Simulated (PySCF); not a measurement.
Simulation results for GeH$_{4}$N$_{2}$Si

All values are calculated (PySCF 2.14.0). Calculation on a computer-drawn molecule: the log of a Hartree-Fock and frozen-core CCSD(T) single point meant for a local Hartree-Fock minimum, with one planted fault or none, to be diagnosed. Offsets are logged minus clean, where the clean run is the same molecule without the fault. The reference is restricted for singlets and unrestricted otherwise, and also for a bond in bohr or an excited solution. Adding or removing an electron swaps singlet and doublet. The excited solution moves the top pair (singlet) or top alpha electron (doublet) to the lowest empty orbital. Highest occupied and lowest empty are orbital energies over both spins, largest force is the largest gradient component, triples share is (T) over the correlation energy, the T1 limit is 0.02 restricted and 0.045 unrestricted, electrons count all cores, a negative frequency is imaginary (commonest isotopes), and the dipole is about the centre of nuclear charge; on germanium a core potential holds 10 electrons, which the energies leave out, and 3d is frozen in MP2 and coupled-cluster steps.

Common to all runs: meant charge 0; meant multiplicity 1; meant basis cc-pV(D+d)Z; meant basis and core potential on germanium cc-pVDZ-PP ECP10MDF; logged electrons 64; logged basis functions 94; logged SCF converged yes; logged CC converged yes; logged SCF stable within its kind yes; possible faults no fault, one electron removed, one electron added, multiplicity raised by two, geometry at a saddle point, SCF held on an excited solution, minimal basis STO-3G, one bond length entered in bohr, all coordinates scaled.

```yaml
- entry: 1
  formula: GeH4N2Si
  logged_structure:
    atoms_angstrom:
      - ["N", 0.4382, 1.5178, 0.9966]
      - [Ge, -0.3559, 0.1647, 0.9763]
      - [Si, -1.5889, -0.3989, -0.8641]
      - ["N", -2.1041, -1.7713, -0.2819]
      - [H, 0.9163, 1.671, 1.7881]
      - [H, -0.3337, -0.7464, 2.0947]
      - [H, -2.6685, -2.3162, -0.7832]
      - [H, -1.9203, -2.1535, 0.5462]
  given:
    logged_spin_squared: 0.0
    "logged_highest_occupied [eV]": -8.302
    "logged_lowest_empty [eV]": 0.97229
    "logged_largest_force [hartree/bohr]": 0.099304
    logged_T1_diagnostic: 0.017376
    logged_D1_diagnostic: 0.055975
    logged_triples_share: 0.033278
    "logged_dipole_magnitude [debye]": 5.0676
    "logged_energy_HF [hartree]": -693.42369
    "logged_energy_CCSD(T) [hartree]": -693.98655
    drawn_bonds_atom: [1, 2, 3, 1, 2, 4, 4]
    drawn_bonds_other_atom: [2, 3, 4, 5, 6, 7, 8]
    drawn_bonds_order: [2, 1, 1, 1, 1, 1, 1]
  results:
    planted_fault: "all coordinates scaled, by -7.3 %"
    "HF_energy_offset_from_clean_run [kcal/mol]": 34.46
    "CCSD(T)_energy_offset_from_clean_run [kcal/mol]": 46.96
- entry: 2
  formula: GeH4N2Si
  logged_structure:
    atoms_angstrom:
      - ["N", 0.4727, 1.6374, 1.075]
      - [Ge, -0.384, 0.1777, 1.0532]
      - [Si, -1.714, -0.4303, -0.9322]
      - ["N", -2.2698, -1.9107, -0.3041]
      - [H, 0.9884, 1.8026, 1.9289]
      - [H, -0.36, -0.8051, 2.2596]
      - [H, -2.8786, -2.4986, -0.8449]
      - [H, -2.0715, -2.323, 0.5892]
  given:
    logged_spin_squared: 2.3876
    "logged_highest_occupied [eV]": -6.9987
    "logged_lowest_empty [eV]": -0.23683
    "logged_largest_force [hartree/bohr]": 0.043449
    logged_T1_diagnostic: 0.056782
    logged_D1_diagnostic: 0.26193
    logged_triples_share: 0.035526
    "logged_dipole_magnitude [debye]": 3.2814
    "logged_energy_HF [hartree]": -693.4289
    "logged_energy_CCSD(T) [hartree]": -693.97907
    drawn_bonds_atom: [1, 2, 3, 1, 2, 4, 4]
    drawn_bonds_other_atom: [2, 3, 4, 5, 6, 7, 8]
    drawn_bonds_order: [2, 1, 1, 1, 1, 1, 1]
  results:
    planted_fault: "multiplicity raised by two"
    "HF_energy_offset_from_clean_run [kcal/mol]": 31.19
    "CCSD(T)_energy_offset_from_clean_run [kcal/mol]": 51.65
  notes: ["T1 above single-reference limit"]
```
